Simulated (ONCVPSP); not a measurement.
**Which change was made? (Ca, ONCV)**

Ca (Z = 20), optimised norm-conserving Vanderbilt (ONCV), made with ONCVPSP 4.0.1 (PBE, scalar-relativistic). Core [Ne], reference 3s2 3p6 4s2. Waves: 3s+4s: rc 1.55 bohr, ncon 4, nbas 7, qcut 6.3 1/bohr, 3 projectors, debl 2.9 Ha; 3p: rc 1.55 bohr, ncon 5, nbas 10, qcut 10.2 1/bohr, 1 projector; d scattering state at 0.4 Ha: rc 1.65 bohr, ncon 4, nbas 7, qcut 6.9 1/bohr, 2 projectors, debl 2.4 Ha. Local part: polynomial inside 1.20 bohr (lpopt 5, dvloc0 0 Ha). Core correction: none.

In the d channel the program set the typed energies aside and used 0.050, 2.450 Ha.

Cutoffs, loose and tight: the cutoffs (Ha) at which the residual kinetic energy of the hardest occupied pseudo-wave falls to 1 and 0.1 mHa per electron. They do not see the model core or the augmentation charge, which bear on the density cutoff. Test errors are all-electron minus pseudo excitation energies from the reference, over the configurations 3s2 3p6 4s1; 3s2 3p6 4s0; 3s2 3p6 4s1.5; 3s1 3p6 4s2; variants that change the core or the reference have their own tests.

The base gives: outcome: generated, projector energies reset by the program; cutoff, loose: 25 Ha; cutoff, tight: 35 Ha; bound ghosts: none; GHOST(+) flags above zero: s; largest test error (meV): -36.

(1) After one change the result is: outcome: generated, projector energies reset by the program; cutoff, loose: 25 Ha; cutoff, tight: 50 Ha; bound ghosts: none; GHOST(+) flags above zero: s; largest test error (meV): -61. Which change was it?
A. s: qcut 8.8
B. s: qcut 5.1
C. s: qcut 3.7
D. s: qcut 7.6

## Answers

(1) B. The others give: s: qcut 7.6 → outcome: generated, projector energies reset by the program; cutoff, loose: 25 Ha; cutoff, tight: 35 Ha; bound ghosts: none; GHOST(+) flags above zero: s; largest test error (meV): -22 | s: qcut 3.7 → outcome: generated, projector energies reset by the program; cutoff, loose: 45 Ha; cutoff, tight: 54 Ha; bound ghosts: none; GHOST(+) flags above zero: none; largest test error (meV): -95 | s: qcut 8.8 → outcome: generated, projector energies reset by the program; cutoff, loose: 25 Ha; cutoff, tight: 35 Ha; bound ghosts: none; GHOST(+) flags above zero: none; largest test error (meV): -13.
